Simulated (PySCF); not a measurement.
Job file and geometry (Å, from GFN2-xTB) of an NMR shielding run on `C/C(=C\F)[C@@H]1BCCC1`, C7H12BF, GIAO PBE0/pcSseg-1 NMR shielding, non-relativistic, gas phase in PySCF; density fitting, a coarse starting grid and PySCF grid level 2 are the driver's defaults:

```
$ OMP_NUM_THREADS=1 python probes_run.py task.json out

{"job": {"kind": "nmr", "xc": "PBE0", "basis": "pcSseg-1"}, "charge": 0, "multiplicity": 1}
C     -2.094464     0.828729    -0.162746
C     -1.464184    -0.502726     0.111454
C     -2.184425    -1.604108     0.257191
F     -3.535907    -1.607802     0.175588
C      0.029007    -0.545019     0.244686
B      0.712218     0.421906     1.299117
C      2.036890     0.942074     0.634921
C      2.209283     0.093330    -0.635765
C      0.787489    -0.258172    -1.072129
H     -1.782336     1.546517     0.594431
H     -3.178018     0.751207    -0.158461
H     -1.780373     1.207997    -1.133927
H     -1.801112    -2.592944     0.459318
H      0.308746    -1.560512     0.560353
H      0.303941     0.684444     2.359541
H      1.880392     1.987774     0.349136
H      2.933188     0.938047     1.255581
H      2.751563    -0.821459    -0.388917
H      2.762205     0.612265    -1.419274
H      0.757545    -1.105039    -1.757749
H      0.339430     0.600435    -1.572819
```

Question: What does the program print?

Answer: 
```
coarse grid: 17216 points
cycle   1  E = -397.9847128539  dE =  1.086e+00  |g| = 5.722e-01  |ddm| = 4.039e+00
cycle   2  E = -397.9479121758  dE =  3.680e-02  |g| = 7.257e-01  |ddm| = 1.062e+00
cycle   3  E = -398.0573157590  dE = -1.094e-01  |g| = 9.504e-02  |ddm| = 6.465e-01
cycle   4  E = -398.0590726323  dE = -1.757e-03  |g| = 4.493e-02  |ddm| = 1.265e-01
cycle   5  E = -398.0595146240  dE = -4.420e-04  |g| = 1.270e-02  |ddm| = 4.456e-02
cycle   6  E = -398.0595465512  dE = -3.193e-05  |g| = 4.434e-03  |ddm| = 1.621e-02
cycle   7  E = -398.0595506800  dE = -4.129e-06  |g| = 6.922e-04  |ddm| = 4.377e-03
final grid: 165736 points
cycle   8  E = -398.1188832973  dE = -6.484e-05  |g| = 9.980e-03  |ddm| = 4.502e-02
cycle   9  E = -398.1188691356  dE =  1.416e-05  |g| = 1.288e-02  |ddm| = 2.149e-02
cycle  10  E = -398.1189081974  dE = -3.906e-05  |g| = 1.909e-03  |ddm| = 1.295e-02
cycle  11  E = -398.1189089266  dE = -7.291e-07  |g| = 3.725e-04  |ddm| = 2.029e-03
cycle  12  E = -398.1189089546  dE = -2.804e-08  |g| = 1.529e-04  |ddm| = 4.128e-04
cycle  13  E = -398.1189089598  dE = -5.214e-09  |g| = 2.894e-05  |ddm| = 1.591e-04
cycle  14  E = -398.1189089600  dE = -1.643e-10  |g| = 9.165e-06  |ddm| = 3.411e-05
converged SCF energy = -398.1189089600

GIAO shielding tensors (ppm)
atom      isotropic    diamagn.    paramagn.     s11        s22        s33       span
  0 C      171.361     245.699     -74.338    153.159    174.068    186.855     33.696
  1 C       58.233     258.912    -200.679    -43.710     63.447    154.962    198.672
  2 C       34.734     249.878    -215.144    -49.002     69.869     83.336    132.338
  3 F      306.203     470.509    -164.307    225.377    305.505    387.725    162.348
  4 C      133.252     250.903    -117.651    118.523    126.963    154.269     35.746
  5 B        2.361     189.930    -187.569    -73.326    -29.915    110.322    183.648
  6 C      151.356     255.470    -104.114    136.570    149.457    168.040     31.471
  7 C      156.441     249.475     -93.034    131.862    163.621    173.841     41.979
  8 C      150.207     248.806     -98.600    117.020    161.718    171.882     54.862
  9 H       30.888      29.448       1.440     26.285     29.590     36.788     10.503
 10 H       29.027      28.583       0.443     23.966     28.585     34.528     10.561
 11 H       30.029      29.706       0.323     24.869     30.001     35.216     10.347
 12 H       24.869      31.528      -6.659     21.831     24.157     28.618      6.788
 13 H       29.929      33.953      -4.024     24.527     30.354     34.907     10.381
 14 H       23.331      30.474      -7.144     16.538     25.579     27.875     11.337
 15 H       30.603      30.862      -0.259     25.951     28.694     37.165     11.214
 16 H       29.661      29.646       0.015     24.708     28.229     36.046     11.337
 17 H       30.129      31.286      -1.157     25.210     28.577     36.601     11.391
 18 H       29.473      30.062      -0.589     24.668     27.495     36.256     11.588
 19 H       29.743      32.152      -2.409     25.074     28.740     35.415     10.342
 20 H       29.939      33.062      -3.123     24.650     30.877     34.290      9.640
```

Size and cost of the density-fitted run: 213 basis functions, 77 s wall time on 1 thread of an Arm Neoverse N1, shared host; peak memory 1 GiB.
